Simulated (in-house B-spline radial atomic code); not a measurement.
Re4+: [Ar] (3d3/2)4 (3d5/2)5 4s2 4p6 4d10 (4f5/2)6 (4f7/2)7 5s2 5p6 5d5 (with a hole in an inner shell)

All numbers are computed (Dirac-Kohn-Sham LDA VWN5, spherical fractional occupations; Fermi nucleus of rms radius 5.3698 fm) with a radial B-spline atomic code at the basis-set limit, not measured.

Effective charges: Z_r = [3n² - l(l+1)]/(2<r>) from the radius, Z_e = n√(-2ε) from the energy, and Slater's rules. Values are occupation-weighted means over j. An effective charge above Z reflects the relativistic contraction of the inner shells.

```json
{"shell": "1s", "electrons": "2", "ε (eV)": "-71609", "<r> (bohr)": "0.01805", "Z_r": "83.09", "Z_e": "72.55", "Slater": "74.70"}
{"shell": "2s", "electrons": "2", "ε (eV)": "-12522", "<r> (bohr)": "0.07561", "Z_r": "79.35", "Z_e": "60.67", "Slater": "70.85"}
{"shell": "2p", "electrons": "6", "ε (eV)": "-11036", "<r> (bohr)": "0.06784", "Z_r": "73.70", "Z_e": "56.96", "Slater": "70.85"}
{"shell": "3s", "electrons": "2", "ε (eV)": "-2975.7", "<r> (bohr)": "0.1963", "Z_r": "68.75", "Z_e": "44.37", "Slater": "63.75"}
{"shell": "3p", "electrons": "6", "ε (eV)": "-2531", "<r> (bohr)": "0.1961", "Z_r": "63.75", "Z_e": "40.92", "Slater": "63.75"}
{"shell": "3d", "electrons": "9", "ε (eV)": "-1994.5", "<r> (bohr)": "0.1779", "Z_r": "59.03", "Z_e": "36.32", "Slater": "54.20"}
{"shell": "4s", "electrons": "2", "ε (eV)": "-673.38", "<r> (bohr)": "0.4365", "Z_r": "54.98", "Z_e": "28.14", "Slater": "48.10"}
{"shell": "4p", "electrons": "6", "ε (eV)": "-524.34", "<r> (bohr)": "0.4617", "Z_r": "49.82", "Z_e": "24.83", "Slater": "48.10"}
{"shell": "4d", "electrons": "10", "ε (eV)": "-327.59", "<r> (bohr)": "0.4898", "Z_r": "42.87", "Z_e": "19.63", "Slater": "36.85"}
{"shell": "5s", "electrons": "2", "ε (eV)": "-139.65", "<r> (bohr)": "0.9978", "Z_r": "37.58", "Z_e": "16.02", "Slater": "19.20"}
{"shell": "4f", "electrons": "13", "ε (eV)": "-112.2", "<r> (bohr)": "0.539", "Z_r": "33.40", "Z_e": "11.49", "Slater": "25.80"}
{"shell": "5p", "electrons": "6", "ε (eV)": "-99.449", "<r> (bohr)": "1.136", "Z_r": "32.14", "Z_e": "13.52", "Slater": "19.20"}
{"shell": "5d", "electrons": "5", "ε (eV)": "-50.563", "<r> (bohr)": "1.498", "Z_r": "23.03", "Z_e": "9.64", "Slater": "7.60"}
```

The least bound orbital is 5d5/2 at -49.96 eV, and it is also the most diffuse (<r> = 1.512 bohr). The part-filled 3d shell lies below the filled 5p shell in orbital energy.

For the 1s electron the small component carries 8.01 % of the norm, the zero-frequency Breit interaction raises the level by 254.5 eV, self-energy by 159.5 eV, and vacuum polarisation lowers it by 30.62 eV.
